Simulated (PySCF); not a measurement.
C2H6Cl2Si, singlet, geometry from GFN2-xTB.

The PySCF input:
```python
from pyscf import gto, scf, dft

mol = gto.M(
    atom='''
C     1.39412504   -1.53470091   -0.23312337
Si   -0.02280346   -0.29923318    0.05226009
C    -1.59822436   -1.14354604    0.70087042
Cl    0.58008648    1.10144890    1.39720879
Cl   -0.44748036    0.63864468   -1.70111043
H     1.11693539   -2.29088516   -0.96147875
H     2.28529446   -1.03451143   -0.60339701
H     1.66362802   -2.04466112    0.68690871
H    -2.39633076   -0.42253728    0.85786579
H    -1.96333966   -1.88823681   -0.00004098
H    -1.41664703   -1.64201277    1.64834648
''',
    basis='6-31g**',
    verbose=5,
)

mf = dft.RKS(mol)
mf.xc = 'b3lyp'
mf.kernel()
```

Task: Give the nuclear repulsion energy at the level B3LYP/6-31G** run with PySCF.

Result: 363.8328 Eh

Task: Give the HOMO energy at the level B3LYP/6-31G**.

Result: -8.24 eV

Task: What dipole moment does B3LYP/6-31G** give?

Result: 2.48 D

Task: Estimate the Mulliken (on the basis functions themselves) charges in atom order that B3LYP/6-31G** returns for this input.

Result: C1 -0.52, Si2 0.63, C3 -0.52, Cl4 -0.22, Cl5 -0.22, H6 0.14, H7 0.14, H8 0.14, H9 0.14, H10 0.14, H11 0.14

Task: Give the number of basis functions at the level B3LYP/6-31G**.

Result: 112

Task: What is the computed HOMO-LUMO gap (B3LYP/6-31G**)?

Result: 9.19 eV
